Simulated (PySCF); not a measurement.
C4H5 (SMILES [C]1=CCC1), doublet, at a GFN2-xTB geometry, atoms displaced at random by about 0.03 Å a coordinate; PBE/6-31G, gradient (PySCF).

Input for PySCF:
```python
from pyscf import gto, scf, dft

mol = gto.M(
    atom='''
C    -0.029625   -0.687830    0.873846
C     0.001557    0.644591    0.812653
C     0.036129   -0.863966   -0.634527
C     0.018125    0.716798   -0.574322
H     0.000200    1.392341    1.653595
H    -0.877027   -1.326780   -1.098650
H     0.857881   -1.321157   -1.052640
H     0.909346    1.169297   -1.029411
H    -0.859662    1.116752   -1.079394
''',
    basis='6-31g',
    charge=0,
    spin=1,
    verbose=4,
)

mf = dft.UKS(mol)
mf.xc = 'pbe'
mf.grids.level = 1
mf.kernel()
g = mf.nuc_grad_method()
g.grid_response = True
grad = g.kernel()
```

**Question.** Predict the main parts of the log of this PySCF run.

**Answer.** 
```
PySCF version 2.14.0

[INPUT] verbose = 4
[INPUT] num. atoms = 9
[INPUT] num. electrons = 29
[INPUT] charge = 0
[INPUT] spin (= nelec alpha-beta = 2S) = 1
[INPUT] symmetry False subgroup None
[INPUT] Mole.unit = angstrom
[INPUT] Symbol           X                Y                Z      unit          X                Y                Z       unit  Magmom
[INPUT]  1 C     -0.029625000000  -0.687830000000   0.873846000000 AA   -0.055983136440  -1.299810320260   1.651329615047 Bohr   0.0
[INPUT]  2 C      0.001557000000   0.644591000000   0.812653000000 AA    0.002942303576   1.218100452360   1.535691604306 Bohr   0.0
[INPUT]  3 C      0.036129000000  -0.863966000000  -0.634527000000 AA    0.068273915154  -1.632659120936  -1.199082248642 Bohr   0.0
[INPUT]  4 C      0.018125000000   0.716798000000  -0.574322000000 AA    0.034251286008   1.354551906636  -1.085311287312 Bohr   0.0
[INPUT]  5 H      0.000200000000   1.392341000000   1.653595000000 AA    0.000377945225   2.631143162003   3.124841670950 Bohr   0.0
[INPUT]  6 H     -0.877027000000  -1.326780000000  -1.098650000000 AA   -1.657340833849  -2.507250827550  -2.076147606753 Bohr   0.0
[INPUT]  7 H      0.857881000000  -1.321157000000  -1.052640000000 AA    1.621160137468  -2.496624897552  -1.989201307762 Bohr   0.0
[INPUT]  8 H      0.909346000000   1.169297000000  -1.029411000000 AA    1.718414892469   2.209651088276  -1.945304859615 Bohr   0.0
[INPUT]  9 H     -0.859662000000   1.116752000000  -1.079394000000 AA   -1.624525739696   2.110355429060  -2.039759040499 Bohr   0.0

nuclear repulsion = 107.420638221784
number of shells = 30
number of NR pGTOs = 108
number of NR cGTOs = 46
basis = 6-31g
ecp = {}

******** <class 'pyscf.dft.uks.UKS'> ********
method = UKS
initial guess = minao
damping factor = 0
level_shift factor = 0
DIIS = <class 'pyscf.scf.diis.CDIIS'>
diis_start_cycle = 1
diis_space = 8
diis_damp = 0
SCF conv_tol = 1e-09
SCF conv_tol_grad = None
SCF max_cycles = 50
direct_scf = True
direct_scf_tol = 1e-13
number electrons alpha = 15  beta = 14
XC library pyscf.dft.libxc version 7.1.2
    S. Lehtola, C. Steigemann, M. J. T. Oliveira, and M. A. L. Marques,  SoftwareX 7, 1–5 (2018)
XC functionals = pbe
    J. P. Perdew, K. Burke, and M. Ernzerhof,  Phys. Rev. Lett. 77, 3865 (1996)
    J. P. Perdew, K. Burke, and M. Ernzerhof,  Phys. Rev. Lett. 78, 1396 (1997)
    J. P. Perdew, K. Burke, and M. Ernzerhof,  Phys. Rev. Lett. 77, 3865 (1996)
    J. P. Perdew, K. Burke, and M. Ernzerhof,  Phys. Rev. Lett. 78, 1396 (1997)
radial grids:
    Treutler-Ahlrichs [JCP 102, 346 (1995); DOI:10.1063/1.469408] (M4) radial grids

becke partition: Becke, JCP 88, 2547 (1988); DOI:10.1063/1.454033
pruning grids: <function nwchem_prune>
grids dens level: 1
symmetrized grids: False
atomic radii adjust function: <function treutler_atomic_radii_adjust>
small_rho_cutoff = 0
Set gradient conv threshold to 3.16228e-05
tot grids = 33080
init E= -155.502101373731

cycle= 1 E= -154.971696271151  delta_E= 0.53  |g|= 0.265  |ddm|= 2.06
cycle= 2 E= -154.921104460219  delta_E= 0.0506  |g|= 0.404  |ddm|= 0.806
cycle= 3 E= -155.006388381356  delta_E= -0.0853  |g|= 0.115  |ddm|= 0.501
cycle= 4 E= -155.014420515276  delta_E= -0.00803  |g|= 0.0168  |ddm|= 0.141
cycle= 5 E= -155.014603220156  delta_E= -0.000183  |g|= 0.00636  |ddm|= 0.0317
cycle= 6 E= -155.014631136707  delta_E= -2.79e-05  |g|= 0.00317  |ddm|= 0.0117
cycle= 7 E= -155.014641746792  delta_E= -1.06e-05  |g|= 0.000831  |ddm|= 0.00657
cycle= 8 E= -155.014643196581  delta_E= -1.45e-06  |g|= 0.000782  |ddm|= 0.00345
cycle= 9 E= -155.014643683754  delta_E= -4.87e-07  |g|= 8.55e-05  |ddm|= 0.00154
cycle= 10 E= -155.014643693468  delta_E= -9.71e-09  |g|= 2.69e-05  |ddm|= 0.00032
cycle= 11 E= -155.014643694167  delta_E= -6.99e-10  |g|= 1.16e-05  |ddm|= 8.35e-05
Extra cycle  E= -155.014643694026  delta_E= 1.41e-10  |g|= 2.04e-05  |ddm|= 3.99e-05
converged SCF energy = -155.014643694026  <S^2> = 0.75765237  2S+1 = 2.0076378

******** <class 'pyscf.grad.uks.Gradients'> for <class 'pyscf.dft.uks.UKS'> ********
unit = Eh/Bohr
grid_response = True
--------------- UKS gradients ---------------
         x                y                z
0 C    -0.0044122784     0.0227253777    -0.0007984734
1 C     0.0047702214    -0.0354337859    -0.1335103547
2 C     0.0600393264     0.0006383068    -0.0034166000
3 C    -0.0095721966    -0.0024115606     0.0936103123
4 H     0.0005425497     0.0088797045     0.0201529009
5 H    -0.0077595746    -0.0065472807    -0.0042681072
6 H    -0.0481292832     0.0213625809     0.0200282847
7 H    -0.0050994502    -0.0025545899     0.0040334466
8 H     0.0096206854    -0.0066587529     0.0041685909
----------------------------------------------
```
